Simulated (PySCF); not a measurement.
# What PySCF settings do for SiBr

Base input, run as `OMP_NUM_THREADS=1 python input.py` with PySCF 2.14:

```python
from pyscf import gto, dft

mol = gto.M(
    atom='Si 0 0 0; Br 0 0 2.23',
    basis='6-31g*',
    charge=0,
    spin=1,
    verbose=4,
)
mf = dft.ROKS(mol, xc='revtpss')
mf = mf.density_fit(auxbasis='def2-universal-jkfit')
mf.kernel()
mf.analyze()
print('orbital energies (hartree):', mf.mo_energy[..., max(0, mol.nelec[1]-3):mol.nelec[0]+3].round(4))
```

Base result: E(SCF) = -2862.501842 Eh, 9 cycles, μz(SCF) = -0.71 D. The bond length is a typed value, not an optimised one. No search for the lowest solution was made.

Hardware: Arm Neoverse V1, 1 thread, shared host. Wall time 6.2 s, peak memory 0.21 GiB.

Each row names what differs from the base; energies in brackets are changes from the base.

| change | result | wall time (s) |
| --- | --- | --- |
| level shift (hartree): none → 0.3 | E(SCF) = -2862.501842 Eh (+0.0000 eV), 12 cycles, μz(SCF) = -0.71 D | 7.9 |
| spin-free X2C: off → on [basis contracted without relativity] | E(SCF) = -2887.735114 Eh, 9 cycles, μz(SCF) = -0.73 D | 6.3 |
| geometry: bond 2.23 → bond 4.46 [stretched restricted solution, likely unstable] | not converged: SCF after 50 cycles | 24 |
| spin (2S): 1 → 3 [a high spin state] | E(SCF) = -2862.400723 Eh (+2.7516 eV), 11 cycles, μz(SCF) = -0.68 D | 7.1 |
| density fitting: def2-universal-jkfit → none | E(SCF) = -2862.501804 Eh (+0.0010 eV), 9 cycles, μz(SCF) = -0.71 D | 5.9 |
| functional: revtpss → m06 | E(SCF) = -2863.191644 Eh, 9 cycles, μz(SCF) = -0.96 D | 7.2 |
| step after the SCF: analyze → polarizability; SCF type: ROKS → UKS | E(SCF) = -2862.503096 Eh (-0.0341 eV), 10 cycles, ⟨S²⟩ = 0.755, μz(SCF) = -0.73 D, α(xx, yy, zz) = 27.9, 29.5, 63.5 bohr³ | 23 |
| basis set: 6-31g* → x2c-svpall; spin-free X2C: off → on | E(SCF) = -2894.999978 Eh, 9 cycles, μz(SCF) = -0.50 D | 6.3 |
| basis set: 6-31g* → jorge-dzp-dkh; spin-free X2C: off → on | E(SCF) = -2895.406012 Eh, 9 cycles, μz(SCF) = -0.71 D | 8.3 |
| functional: revtpss → pw91 | E(SCF) = -2863.419279 Eh, 10 cycles, μz(SCF) = -0.67 D | 4.2 |
| electric field along z (a.u.): none → 0.05 [may be another electronic state] | E(SCF) = -2862.574375 Eh (-1.9737 eV), 11 cycles, μz(SCF) = 8.44 D | 9.8 |
| functional: revtpss → scan | E(SCF) = -2863.499358 Eh, 12 cycles, μz(SCF) = -0.75 D | 7.9 |
| geometry: bond 2.23 → bond 0.1 [unsound on purpose] | E(SCF) = -1586.866559 Eh, 9 cycles, μz(SCF) = -0.47 D | 6.6 |
| geometry: bond 2.23 → bond 2.498 | E(SCF) = -2862.491803 Eh (+0.2732 eV), 11 cycles, μz(SCF) = -2.23 D | 7.1 |
| density fitting: def2-universal-jkfit → cc-pvdz-jkfit | E(SCF) = -2862.501941 Eh (-0.0027 eV), 9 cycles, μz(SCF) = -0.71 D | 5.9 |
| step after the SCF: analyze → mp2; SCF type: ROKS → UHF; functional: revtpss → none (Hartree–Fock); frozen orbitals: default → 14 | E(SCF) = -2861.004633 Eh, 12 cycles, E(MP2) − E(SCF) = -0.30511 Eh, ⟨S²⟩ = 0.764, μz(SCF) = -1.50 D | 1.2 |
| step after the SCF: analyze → mp2; SCF type: ROKS → UHF; functional: revtpss → none (Hartree–Fock); frozen orbitals: default → 0 | E(SCF) = -2861.004633 Eh, 12 cycles, E(MP2) − E(SCF) = -0.34116 Eh, ⟨S²⟩ = 0.764, μz(SCF) = -1.50 D | 1.2 |
| damping: none → 0.95 [unsound on purpose] | stops with NotImplementedError (ROHF Fock-damping) during the SCF | 1.8 |
| functional: revtpss → camb3lyp | E(SCF) = -2863.416993 Eh, 9 cycles, μz(SCF) = -1.11 D | 3.9 |
| basis set: 6-31g* → cc-pvdz-dk; spin-free X2C: off → on | E(SCF) = -2895.442123 Eh, 8 cycles, μz(SCF) = -0.56 D | 5.4 |
| basis set: 6-31g* → def2-svp | E(SCF) = -2862.424632 Eh (+2.1010 eV), 9 cycles, μz(SCF) = -0.52 D | 7.1 |

Problem. Order these changes by how far they move the SCF energy from the base, largest first: (1) density fitting: def2-universal-jkfit → cc-pvdz-jkfit; (2) density fitting: def2-universal-jkfit → none; (3) electric field along z (a.u.): none → 0.05; (4) geometry: bond 2.23 → bond 2.498.

Solution. (3) -1.9737 eV, (4) +0.2732 eV, (1) -0.0027 eV, (2) +0.0010 eV.
